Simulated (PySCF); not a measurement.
Isomers of C6H14N2Si2. Method used: PBE0-D3(BJ)/def2-SVP geometry optimisation, gas phase (PySCF). One conformer each; no zero-point energy, no entropy. No frequencies were run at this level. Point groups hold within 0.08 Å.

Question: Order them by energy at this level, lowest first, and give relative energies in kJ/mol.
A. `[CH3:1][Si@@H:2]([SiH2:3][NH2:4])[C@H:5]1[CH2:6][C@@H:7]([C:8]#[N:9])[CH2:10]1` with C1–Si2–Si3–N4 179°, Si2–Si3–N4–H -168° and 56°, C1–Si2–C5–C6 -52°
B. `[CH3:1][N:2]([CH3:3])[Si@H:4]1[CH:5]=[CH:6][Si@@H:7]([NH2:8])[CH:9]=[CH:10]1` with C1–N2–Si4–C5 143°, C6–Si7–N8–H -152° and 65°
C. `[CH:1]#[C:2][C:3](=[CH2:4])[N:5]([SiH3:6])[SiH2:7][N:8]([CH3:9])[CH3:10]` with C2–C3–N5–Si6 -21°, C3–N5–Si7–N8 -50°, N5–Si7–N8–C9 113°
D. `[N:1]#[C:2][C@@H:3]1[CH2:4][CH2:5][N:6]([SiH2:7][CH2:8][SiH3:9])[CH2:10]1` with C5–N6–Si7–C8 86°, N6–Si7–C8–Si9 180°, C2–C3–C4–C5 -83°, C3–C4–C5–N6 -18°, C4–C5–N6–Si7 169°, C5–N6–C10–C3 31°
E. `[CH3:1][n:2]1[cH:3][cH:4][c:5]([C@H:6]([SiH3:7])[NH:8][SiH3:9])[cH:10]1` with C4–C5–C6–Si7 -65°, C5–C6–N8–Si9 -85°
F. `[CH3:1][Si@@H:2]([SiH2:3][NH2:4])[C@H:5]1[CH2:6][C@H:7]([C:8]#[N:9])[CH2:10]1` with C1–Si2–Si3–N4 -166°, Si2–Si3–N4–H -168° and 56°, C1–Si2–C5–C6 76°, Si2–C5–C6–C7 98°, C5–C6–C7–C8 141°, C6–C7–C10–C5 -18°, Si2–C5–C10–C7 -98°
G. `[CH2:1]=[N:2][C@@H:3]1[C@H:4]2[CH2:5][C@:6]1([N:7]([SiH3:8])[SiH3:9])[CH2:10]2` with C1–N2–C3–C4 -146°, C5–C6–N7–Si8 -149°

Answer: B (0.0), D (34.1), F (47.2), A (52.0), E (54.6), C (181.1), G (219.0).

As drawn, the lowest has an N–H bond, an Si–C bond and a C=C bond outside aromatic rings, which the highest lacks; the highest has a four-membered ring and a C=N bond, which the lowest lacks. Neighbours under 10 kJ/mol apart (C[Si@@H]([SiH2]N)[C@H]1C[C@H](C#N)C1 and C[Si@@H]([SiH2]N)[C@H]1C[C@@H](C#N)C1; C[Si@@H]([SiH2]N)[C@H]1C[C@@H](C#N)C1 and Cn1ccc([C@H]([SiH3])N[SiH3])c1) can change places with a better method, another conformer or zero-point energy. C[Si@@H]([SiH2]N)[C@H]1C[C@H](C#N)C1 and C[Si@@H]([SiH2]N)[C@H]1C[C@@H](C#N)C1 are stereoisomers, 4.8 kJ/mol apart in the conformers taken.

```csv
SMILES,E (Eh),E rel (kJ/mol),dipole (D),point group,"A, B, C (MHz)"
CN(C)[Si@H]1C=C[Si@@H](N)C=C1,-924.50088,0.0,1.85,C1,"1927, 547.7, 530.3"
N#C[C@@H]1CCN([SiH2]C[SiH3])C1,-924.48788,34.1,4.62,C1,"2438, 394.9, 371.5"
C[Si@@H]([SiH2]N)[C@H]1C[C@H](C#N)C1,-924.48290,47.2,4.53,C1,"1509, 513.2, 407.7"
C[Si@@H]([SiH2]N)[C@H]1C[C@@H](C#N)C1,-924.48106,52.0,4.56,C1,"1733, 531.2, 476.7"
Cn1ccc([C@H]([SiH3])N[SiH3])c1,-924.48009,54.6,2.98,C1,"1211, 637.0, 465.7"
C#CC(=C)N([SiH3])[SiH2]N(C)C,-924.43191,181.1,1.08,C1,"1386, 684.7, 571.1"
C=N[C@@H]1[C@H]2C[C@]1(N([SiH3])[SiH3])C2,-924.41746,219.0,1.22,C1,"1208, 797.0, 720.1"
```

How do the relative energies change in single points at PBE0/pcSseg-1 (no added dispersion term) on the same geometries?

```tsv
SMILES	PBE0-D3(BJ)/def2-SVP (kJ/mol)	PBE0/pcSseg-1 (kJ/mol)	shift
CN(C)[Si@H]1C=C[Si@@H](N)C=C1	0.0	0.0	0.0
N#C[C@@H]1CCN([SiH2]C[SiH3])C1	34.1	36.2	+2.1
C[Si@@H]([SiH2]N)[C@H]1C[C@H](C#N)C1	47.2	46.2	-1.0
C[Si@@H]([SiH2]N)[C@H]1C[C@@H](C#N)C1	52.0	52.3	+0.3
Cn1ccc([C@H]([SiH3])N[SiH3])c1	54.6	74.8	+20.2
C#CC(=C)N([SiH3])[SiH2]N(C)C	181.1	189.2	+8.1
C=N[C@@H]1[C@H]2C[C@]1(N([SiH3])[SiH3])C2	219.0	239.4	+20.4
```

Each column counts from its own lowest isomer. The order is unchanged; the largest shift is 20.4 kJ/mol.

As an exercise, what shares would exp(−E/RT) give at 1000 K from these electronic energies alone (no entropy, no degeneracies)?

RT = 8.314 kJ/mol: CN(C)[Si@H]1C=C[Si@@H](N)C=C1 97.7 %, N#C[C@@H]1CCN([SiH2]C[SiH3])C1 1.6 %, C[Si@@H]([SiH2]N)[C@H]1C[C@H](C#N)C1 0.3 %, C[Si@@H]([SiH2]N)[C@H]1C[C@@H](C#N)C1 0.2 %, Cn1ccc([C@H]([SiH3])N[SiH3])c1 0.1 %, C#CC(=C)N([SiH3])[SiH2]N(C)C under 0.1 %, C=N[C@@H]1[C@H]2C[C@]1(N([SiH3])[SiH3])C2 under 0.1 %.
